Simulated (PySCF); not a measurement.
## MN₂ across the fourth-period p block

Level: PBE0, basis family def2-TZVP, no relativity.

Each entry is the lowest minimum that a search over a few typed start shapes (and spin states, where more than one is plausible) found, or that minimum re-optimised at the stated level; isomers with ligand–ligand bonds, or fragments after loss of a ligand pair, can lie lower. Open shells are unrestricted; no spin–orbit coupling; PySCF with density fitting.

```csv
molecule,2S+1,point group,mean bond to the central atom (Å),highest ω (cm⁻¹),gap (eV),dipole (D),distinct angles (°)
GaN₂,4,D∞h,1.807,656,–,0.00,180
GeN₂,?,?,?,?,?,?,?
AsN₂,4,C2v,1.778,739,–,1.96,101
SeN₂,1,D∞h,1.611,1130,4.93,0.00,180
```

(1) Fill in the row of GeN₂.

## Answers

(1) 2S+1: 3; point group: D∞h; mean bond to the central atom (Å): 1.715; highest ω (cm⁻¹): 789; dipole (D): 0.00; distinct angles (°): 180.

The bond length does not run in one direction; the largest change, -0.167 Å, falls between AsN₂ and SeN₂ among the members listed.

The shape changes along the series: D∞h for GaN₂ and GeN₂; C2v for AsN₂; D∞h for SeN₂.

Some spin contamination in GaN₂, GeN₂, AsN₂.

Left out of the table are members whose search was unfinished or whose lowest solution was spin-contaminated, unstable, very soft or bonded differently.

Open d and f shells are single-determinant solutions and may miss the true ground state.
